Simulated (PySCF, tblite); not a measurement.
Isomers of C5H11NSi. Computed values, GFN2-xTB/tblite, gas phase, harmonic and unscaled. This tight-binding method is rough: wavenumbers can miss measured ones by several per cent, in bad cases by 10 to 20. Modes of hydrogen on silicon can be 10 to 20 % off. One conformer each.

Electronic energies: PBE0/pcSseg-1 single points on the GFN2-xTB geometries (PySCF, gas phase).

```json
{"SMILES": "CC(C)[SiH2]CC#N", "electronic energy, lowest = 0 (kcal/mol)": "0.4"}
{"SMILES": "C=C[C@@H]1CN[SiH2]C1", "electronic energy, lowest = 0 (kcal/mol)": "0.0"}
{"SMILES": "C=C[C@@H]1CCN[SiH2]1", "electronic energy, lowest = 0 (kcal/mol)": "0.7"}
{"SMILES": "[H]/N=C\\[C@@H]1C[SiH2][C@H]1C", "electronic energy, lowest = 0 (kcal/mol)": "22.6"}
{"SMILES": "CC(C)([SiH3])CC#N", "electronic energy, lowest = 0 (kcal/mol)": "10.4"}
{"SMILES": "CC#C[SiH2]N(C)C", "electronic energy, lowest = 0 (kcal/mol)": "25.8"}
```

How do GFN2-xTB zero-point energies change the relative energies?

```tsv
SMILES	ZPE (kcal/mol)	of it from modes above 1550 cm⁻¹	electronic (kcal/mol)	with ZPE, lowest = 0 (kcal/mol)	lowest mode (cm⁻¹)	rings
C=C[C@@H]1CN[SiH2]C1	92.2	48.1	0.0	0.9	64	1
CC(C)[SiH2]CC#N	90.8	48.5	0.4	0.0	28	0
C=C[C@@H]1CCN[SiH2]1	92.3	48.0	0.7	1.8	75	1
CC(C)([SiH3])CC#N	89.6	47.5	10.4	8.7	67	0
[H]/N=C\[C@@H]1C[SiH2][C@H]1C	91.8	47.9	22.6	23.2	48	1
CC#C[SiH2]N(C)C	89.8	47.7	25.8	24.3	5	0
```

The zero-point energies span 2.7 kcal/mol, from `CC(C)([SiH3])CC#N` to `C=C[C@@H]1CCN[SiH2]1`. With it `CC(C)[SiH2]CC#N` becomes the lowest.

And how do the electronic energies of GFN2-xTB itself compare?

`C=C[C@@H]1CN[SiH2]C1` 0.3; `CC(C)[SiH2]CC#N` 20.6; `C=C[C@@H]1CCN[SiH2]1` 0.0; `CC(C)([SiH3])CC#N` 15.6; `[H]/N=C\[C@@H]1C[SiH2][C@H]1C` 29.4; `CC#C[SiH2]N(C)C` 21.1 kcal/mol, lowest = 0. Against the energies above, taken from the same isomer `C=C[C@@H]1CN[SiH2]C1`, the largest difference is 19.9 kcal/mol.

What do entropy and thermal enthalpy add at 298.15 K and 1 bar (rigid rotor, harmonic oscillator, one conformer each)?

```
                       SMILES  point group  symmetry number  S (cal/(mol K))  H − H(0) (kcal/mol)  ZPE + H − H(0) − TS (kcal/mol)
         C=C[C@@H]1CN[SiH2]C1           C1                1             89.0                 5.87                            71.5
              CC(C)[SiH2]CC#N           C1                1             98.5                 6.87                            68.4
         C=C[C@@H]1CCN[SiH2]1           C1                1             88.7                 5.86                            71.7
            CC(C)([SiH3])CC#N           C1                1             94.0                 6.71                            68.3
[H]/N=C\[C@@H]1C[SiH2][C@H]1C           C1                1             92.0                 6.14                            70.5
```

Not tabulated: `CC#C[SiH2]N(C)C` (lowest mode only 5 cm⁻¹).
